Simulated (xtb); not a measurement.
H2O4P, SMILES OP(=O)(O)[O] (connectivity only; charge and spin as stated), charge -1, multiplicity 1. All values are semi-empirical tight-binding results from xtb (GFN2-xTB unless named), good for trends rather than for accurate numbers. The structure is a stationary point at GFN2-xTB. The spin state was assumed, not searched. The isomer is the one that the SMILES or the coordinates give; other isomers of the formula were not compared. The values are those of a single conformer.

Optimised geometry:

```xyz
7

O      0.9276    -0.9275    -0.8733
P      0.0000     0.0000    -0.1776
O     -0.9276     0.9275    -0.8733
O     -0.9161    -0.8768     0.9112
O      0.9161     0.8768     0.9112
H     -1.6476    -0.2774     1.0286
H      1.6476     0.2774     1.0286
```
Charge -1, spin multiplicity 1.

**Question.** Estimate the properties. (An estimate is asked for; the answer gives what the named calculation found.)

**Answer.** 
```yaml
point_group_as_xtb_finds_it: C2
orbital_gap: 10.21 eV
zero_point_energy: 22.0 kcal/mol
G − E(el) at 298.15 K (modified RRHO): 4.4 kcal/mol
static polarisability (D4 model): 50.2 bohr³
solvation energy, GFN2-xTB/ALPB(water): -71.0 kcal/mol
solvation energy, GFN2-xTB/ALPB(toluene): -54.5 kcal/mol
```

Computed atomic charges and the Wiberg bond orders between heavy atoms:
charges (e) O1 -0.51, P2 0.33, O3 -0.51, O4 -0.46, O5 -0.46, H6 0.31, H7 0.31. Bond orders O1–P2 1.82, P2–O3 1.82, P2–O4 1.09, P2–O5 1.09.
